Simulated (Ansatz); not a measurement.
All values below come from r2SCAN-D4/def2-SVP (Ansatz, an electronic-structure program). No frequencies were computed at this level.

Ansatz 0.2 input:
```yaml
crystal:
  periodic: [false, false, false]
  atoms:
    - { symbol: Zr, position_ang: [-0.10056, 0.01231, 0.329361] }
    - { symbol: O, position_ang: [-0.338725, 0.994406, 1.905678] }
    - { symbol: C, position_ang: [-0.455842, 0.259394, 3.088724] }
    - { symbol: H, position_ang: [-1.092424, -0.637209, 2.932378] }
    - { symbol: H, position_ang: [-0.923379, 0.884068, 3.86364] }
    - { symbol: H, position_ang: [0.538948, -0.051683, 3.456218] }
    - { symbol: O, position_ang: [-1.623582, -1.076234, 0.161784] }
    - { symbol: C, position_ang: [-2.791677, -0.384273, -0.189773] }
    - { symbol: H, position_ang: [-2.859665, 0.583111, 0.354943] }
    - { symbol: H, position_ang: [-3.667809, -0.992935, 0.074098] }
    - { symbol: H, position_ang: [-2.818021, -0.19492, -1.278587] }
    - { symbol: O, position_ang: [1.460152, -1.015066, 0.255294] }
    - { symbol: C, position_ang: [1.539561, -2.100537, 1.130482] }
    - { symbol: H, position_ang: [2.029465, -1.801987, 2.074643] }
    - { symbol: H, position_ang: [2.143314, -2.898714, 0.674697] }
    - { symbol: H, position_ang: [0.52863, -2.509258, 1.347343] }
    - { symbol: Br, position_ang: [-0.194106, 1.601155, -1.583134] }
basis:
  gaussian: { orbitals: def2-svp }
hamiltonian:
  xc: r2scan
  dispersion: d4
relax:
  max_steps: 150
```

Output:

```
[...]
2048 factors; their error is unknown
mean field -80712.45829672 eV, -2966.1281335353 hartree, gradient 1.7e-5 eV, S^2 0.000000; 0 other end points of the search recorded, 0 dependent functions left out
reference -80712.45832731 eV, -2966.1281346596 hartree; 49, 49 occupied and 143, 143 virtual orbitals, 2048 factors
relax step  20: F+E_penalty+E_count = -80712.56276902 eV  Δ(F+E_penalty+E_count) = -1.009e-3 eV  max|allowed force component| = 4.889e-2 eV/Å  Δτ_max = 0.0825 Å  (30 SCF iters, accepted)
these checks for a lower state are left out or cut short: starts, cluster_reference, orbital_swaps, neighbouring_geometries, increment
2048 factors; their error is unknown
mean field evaluation 160: about -80712.5601 eV, gradient 2.5e-2 eV
mean field -80712.45889458 eV, -2966.1281555062 hartree, gradient 1.5e-5 eV, S^2 0.000000; 0 other end points of the search recorded, 0 dependent functions left out
reference -80712.45892505 eV, -2966.1281566258 hartree; 49, 49 occupied and 143, 143 virtual orbitals, 2048 factors
relax step  21: F+E_penalty+E_count = -80712.56336750 eV  Δ(F+E_penalty+E_count) = -5.985e-4 eV  max|allowed force component| = 6.920e-2 eV/Å  Δτ_max = 0.0591 Å  (30 SCF iters, accepted)
these checks for a lower state are left out or cut short: starts, cluster_reference, orbital_swaps, neighbouring_geometries, increment
2048 factors; their error is unknown
mean field -80712.45970804 eV, -2966.1281854002 hartree, gradient 1.5e-5 eV, S^2 0.000000; 0 other end points of the search recorded, 0 dependent functions left out
reference -80712.45973843 eV, -2966.1281865171 hartree; 49, 49 occupied and 143, 143 virtual orbitals, 2048 factors
relax step  22: F+E_penalty+E_count = -80712.56420347 eV  Δ(F+E_penalty+E_count) = -8.360e-4 eV  max|allowed force component| = 4.264e-2 eV/Å  Δτ_max = 0.0273 Å  (31 SCF iters, accepted)
these checks for a lower state are left out or cut short: starts, cluster_reference, orbital_swaps, neighbouring_geometries, increment
2048 factors; their error is unknown
mean field -80712.46062310 eV, -2966.1282190282 hartree, gradient 1.7e-5 eV, S^2 0.000000; 0 other end points of the search recorded, 0 dependent functions left out
reference -80712.46065335 eV, -2966.1282201399 hartree; 49, 49 occupied and 143, 143 virtual orbitals, 2048 factors
relax step  23: F+E_penalty+E_count = -80712.56514832 eV  Δ(F+E_penalty+E_count) = -9.449e-4 eV  max|allowed force component| = 3.500e-2 eV/Å  Δτ_max = 0.0564 Å  (29 SCF iters, accepted)
these checks for a lower state are left out or cut short: starts, cluster_reference, orbital_swaps, neighbouring_geometries, increment
2048 factors; their error is unknown
mean field -80712.46085025 eV, -2966.1282273756 hartree, gradient 2.0e-5 eV, S^2 0.000000; 0 other end points of the search recorded, 0 dependent functions left out
reference -80712.46088028 eV, -2966.1282284795 hartree; 49, 49 occupied and 143, 143 virtual orbitals, 2048 factors
relax step  24: F+E_penalty+E_count = -80712.56539830 eV  Δ(F+E_penalty+E_count) = -2.500e-4 eV  max|allowed force component| = 9.349e-2 eV/Å  Δτ_max = 0.0809 Å  (30 SCF iters, accepted)
these checks for a lower state are left out or cut short: starts, cluster_reference, orbital_swaps, neighbouring_geometries, increment
2048 factors; their error is unknown
mean field evaluation 192: about -80712.4619 eV, gradient 1.4e-5 eV
mean field -80712.46186639 eV, -2966.1282647182 hartree, gradient 1.4e-5 eV, S^2 0.000000; 0 other end points of the search recorded, 0 dependent functions left out
reference -80712.46189643 eV, -2966.1282658221 hartree; 49, 49 occupied and 143, 143 virtual orbitals, 2048 factors
relax step  25: F+E_penalty+E_count = -80712.56640168 eV  Δ(F+E_penalty+E_count) = -1.003e-3 eV  max|allowed force component| = 3.543e-2 eV/Å  Δτ_max = 0.0119 Å  (32 SCF iters, accepted)
these checks for a lower state are left out or cut short: starts, cluster_reference, orbital_swaps, neighbouring_geometries, increment
2048 factors; their error is unknown
mean field -80712.46232701 eV, -2966.1282816456 hartree, gradient 1.3e-5 eV, S^2 0.000000; 0 other end points of the search recorded, 0 dependent functions left out
reference -80712.46235701 eV, -2966.1282827483 hartree; 49, 49 occupied and 143, 143 virtual orbitals, 2048 factors
relax step  26: F+E_penalty+E_count = -80712.56686196 eV  Δ(F+E_penalty+E_count) = -4.603e-4 eV  max|allowed force component| = 2.107e-3 eV/Å  Δτ_max = 0.0223 Å  (31 SCF iters, accepted)
these checks for a lower state are left out or cut short: starts, cluster_reference, orbital_swaps, neighbouring_geometries, increment
2048 factors; their error is unknown
mean field -80712.46295991 eV, -2966.1283049043 hartree, gradient 1.6e-5 eV, S^2 0.000000; 0 other end points of the search recorded, 0 dependent functions left out
reference -80712.46298980 eV, -2966.1283060027 hartree; 49, 49 occupied and 143, 143 virtual orbitals, 2048 factors
relax step  27: F+E_penalty+E_count = -80712.56748746 eV  Δ(F+E_penalty+E_count) = -6.255e-4 eV  max|allowed force component| = 3.740e-2 eV/Å  Δτ_max = 0.0669 Å  (30 SCF iters, accepted)
these checks for a lower state are left out or cut short: starts, cluster_reference, orbital_swaps, neighbouring_geometries, increment
2048 factors; their error is unknown
mean field -80712.46313967 eV, -2966.1283115105 hartree, gradient 1.4e-5 eV, S^2 0.000000; 0 other end points of the search recorded, 0 dependent functions left out
reference -80712.46316951 eV, -2966.1283126069 hartree; 49, 49 occupied and 143, 143 virtual orbitals, 2048 factors
relax step  28: F+E_penalty+E_count = -80712.56765662 eV  Δ(F+E_penalty+E_count) = -1.692e-4 eV  max|allowed force component| = 6.294e-2 eV/Å  Δτ_max = 0.0561 Å  (30 SCF iters, accepted)
these checks for a lower state are left out or cut short: starts, cluster_reference, orbital_swaps, neighbouring_geometries, increment
2048 factors; their error is unknown
mean field -80712.46367697 eV, -2966.1283312559 hartree, gradient 1.4e-5 eV, S^2 0.000000; 0 other end points of the search recorded, 0 dependent functions left out
reference -80712.46370681 eV, -2966.1283323523 hartree; 49, 49 occupied and 143, 143 virtual orbitals, 2048 factors
relax step  29: F+E_penalty+E_count = -80712.56819491 eV  Δ(F+E_penalty+E_count) = -5.383e-4 eV  max|allowed force component| = 2.110e-2 eV/Å  Δτ_max = 0.0114 Å  (32 SCF iters, accepted)
these checks for a lower state are left out or cut short: starts, cluster_reference, orbital_swaps, neighbouring_geometries, increment
2048 factors; their error is unknown
mean field evaluation 224: about -80712.4639 eV, gradient 2.0e-1 eV
mean field -80712.46395803 eV, -2966.1283415846 hartree, gradient 1.3e-5 eV, S^2 0.000000; 0 other end points of the search recorded, 0 dependent functions left out
reference -80712.46398785 eV, -2966.1283426805 hartree; 49, 49 occupied and 143, 143 virtual orbitals, 2048 factors
relax step  30: F+E_penalty+E_count = -80712.56847676 eV  Δ(F+E_penalty+E_count) = -2.818e-4 eV  max|allowed force component| = 6.133e-3 eV/Å  Δτ_max = 0.0271 Å  (30 SCF iters, accepted)
these checks for a lower state are left out or cut short: starts, cluster_reference, orbital_swaps, neighbouring_geometries, increment
2048 factors; their error is unknown
mean field -80712.46371864 eV, -2966.1283327872 hartree, gradient 1.8e-5 eV, S^2 0.000000; 0 other end points of the search recorded, 0 dependent functions left out
reference -80712.46374845 eV, -2966.1283338828 hartree; 49, 49 occupied and 143, 143 virtual orbitals, 2048 factors
relax step  31: F+E_penalty+E_count = -80712.56825326 eV  Δ(F+E_penalty+E_count) = +2.235e-4 eV  max|allowed force component| = 8.554e-2 eV/Å  Δτ_max = 0.0880 Å  (29 SCF iters, rejected (line search))
these checks for a lower state are left out or cut short: starts, cluster_reference, orbital_swaps, neighbouring_geometries, increment
2048 factors; their error is unknown
mean field -80712.46426756 eV, -2966.1283529596 hartree, gradient 1.4e-5 eV, S^2 0.000000; 0 other end points of the search recorded, 0 dependent functions left out
reference -80712.46429737 eV, -2966.1283540551 hartree; 49, 49 occupied and 143, 143 virtual orbitals, 2048 factors
relax step  32: F+E_penalty+E_count = -80712.56879293 eV  Δ(F+E_penalty+E_count) = -3.162e-4 eV  max|allowed force component| = 1.619e-2 eV/Å  Δτ_max = 0.0430 Å  (30 SCF iters, accepted)
these checks for a lower state are left out or cut short: starts, cluster_reference, orbital_swaps, neighbouring_geometries, increment
2048 factors; their error is unknown
mean field -80712.46409832 eV, -2966.1283467402 hartree, gradient 1.6e-5 eV, S^2 0.000000; 0 other end points of the search recorded, 0 dependent functions left out
reference -80712.46412814 eV, -2966.1283478359 hartree; 49, 49 occupied and 143, 143 virtual orbitals, 2048 factors
relax step  33: F+E_penalty+E_count = -80712.56863489 eV  Δ(F+E_penalty+E_count) = +1.580e-4 eV  max|allowed force component| = 7.180e-2 eV/Å  Δτ_max = 0.0619 Å  (30 SCF iters, rejected (line search))
these checks for a lower state are left out or cut short: starts, cluster_reference, orbital_swaps, neighbouring_geometries, increment
2048 factors; their error is unknown
mean field evaluation 256: about -80712.4645 eV, gradient 1.4e-5 eV
mean field -80712.46445600 eV, -2966.1283598845 hartree, gradient 1.4e-5 eV, S^2 0.000000; 0 other end points of the search recorded, 0 dependent functions left out
reference -80712.46448581 eV, -2966.1283609801 hartree; 49, 49 occupied and 143, 143 virtual orbitals, 2048 factors
relax step  34: F+E_penalty+E_count = -80712.56898751 eV  Δ(F+E_penalty+E_count) = -1.946e-4 eV  max|allowed force component| = 1.711e-2 eV/Å  Δτ_max = 0.0301 Å  (30 SCF iters, accepted)
these checks for a lower state are left out or cut short: starts, cluster_reference, orbital_swaps, neighbouring_geometries, increment
2048 factors; their error is unknown
mean field -80712.46455711 eV, -2966.1283636003 hartree, gradient 1.5e-5 eV, S^2 0.000000; 0 other end points of the search recorded, 0 dependent functions left out
reference -80712.46458694 eV, -2966.1283646965 hartree; 49, 49 occupied and 143, 143 virtual orbitals, 2048 factors
relax step  35: F+E_penalty+E_count = -80712.56909546 eV  Δ(F+E_penalty+E_count) = -1.080e-4 eV  max|allowed force component| = 3.358e-2 eV/Å  Δτ_max = 0.0439 Å  (30 SCF iters, accepted)
these checks for a lower state are left out or cut short: starts, cluster_reference, orbital_swaps, neighbouring_geometries, increment
2048 factors; their error is unknown
mean field -80712.46464906 eV, -2966.1283669795 hartree, gradient 1.9e-5 eV, S^2 0.000000; 0 other end points of the search recorded, 0 dependent functions left out
reference -80712.46467889 eV, -2966.1283680758 hartree; 49, 49 occupied and 143, 143 virtual orbitals, 2048 factors
relax step  36: F+E_penalty+E_count = -80712.56918522 eV  Δ(F+E_penalty+E_count) = -8.975e-5 eV  max|allowed force component| = 1.995e-2 eV/Å  Δτ_max = 0.0037 Å  (25 SCF iters, accepted)
these checks for a lower state are left out or cut short: starts, cluster_reference, orbital_swaps, neighbouring_geometries, increment
2048 factors; their error is unknown
mean field -80712.46471783 eV, -2966.1283695066 hartree, gradient 2.1e-5 eV, S^2 0.000000; 0 other end points of the search recorded, 0 dependent functions left out
reference -80712.46474766 eV, -2966.1283706030 hartree; 49, 49 occupied and 143, 143 virtual orbitals, 2048 factors
relax step  37: F+E_penalty+E_count = -80712.56925539 eV  Δ(F+E_penalty+E_count) = -7.017e-5 eV  max|allowed force component| = 5.689e-4 eV/Å  Δτ_max = 0.0071 Å  (25 SCF iters, accepted)
2048 factors; their error is unknown
mean field evaluation 288: about -80712.4647 eV, gradient 1.8e-1 eV
mean field -80712.46471783 eV, -2966.1283695066 hartree, gradient 2.5e-5 eV, S^2 0.000000; 1 other end points of the search recorded, 0 dependent functions left out
reference -80712.46474766 eV, -2966.1283706030 hartree; 49, 49 occupied and 143, 143 virtual orbitals, 2048 factors
Total energy: -80712.56928522 eV, -2966.1322122875 hartree
Atom 0 at    -0.158414     0.068443     0.592082 Å, force     0.000135     0.000458     0.000104 eV/Å
Atom 1 at    -0.318523     0.732907     2.385665 Å, force    -0.000080    -0.000139    -0.000337 eV/Å
Atom 2 at    -0.469504     1.139350     3.707824 Å, force     0.000004    -0.000094    -0.000392 eV/Å
Atom 3 at    -1.519958     1.037856     4.034922 Å, force    -0.000082     0.000451    -0.000179 eV/Å
Atom 4 at    -0.175606     2.197708     3.822484 Å, force     0.000428    -0.000237     0.000045 eV/Å
Atom 5 at     0.161846     0.533164     4.382077 Å, force    -0.000288    -0.000383    -0.000107 eV/Å
Atom 6 at    -1.894520    -0.397307    -0.080534 Å, force    -0.000016    -0.000212     0.000004 eV/Å
Atom 7 at    -3.157440    -0.790314    -0.512528 Å, force     0.000057     0.000032     0.000010 eV/Å
Atom 8 at    -3.922482    -0.573822     0.254610 Å, force     0.000146    -0.000099     0.000411 eV/Å
Atom 9 at    -3.181871    -1.873674    -0.728059 Å, force    -0.000118    -0.000000    -0.000140 eV/Å
Atom 10 at    -3.435111    -0.250910    -1.435344 Å, force    -0.000428     0.000005     0.000241 eV/Å
Atom 11 at     0.974387    -1.480826     0.576660 Å, force    -0.000008    -0.000077     0.000140 eV/Å
Atom 12 at     1.738948    -2.642710     0.615894 Å, force    -0.000040     0.000134    -0.000054 eV/Å
Atom 13 at     2.136211    -2.820140     1.631452 Å, force    -0.000439    -0.000140     0.000242 eV/Å
Atom 14 at     2.594444    -2.565738    -0.078256 Å, force     0.000317     0.000203     0.000569 eV/Å
Atom 15 at     1.137288    -3.521692     0.322385 Å, force     0.000314     0.000111    -0.000512 eV/Å
Atom 16 at     0.864585     1.879332    -0.893545 Å, force     0.000098    -0.000012    -0.000047 eV/Å
Dipole moment:    -0.340511    -0.602110     0.490481 e Å
```

Cost: around 15 core-minutes (rough).
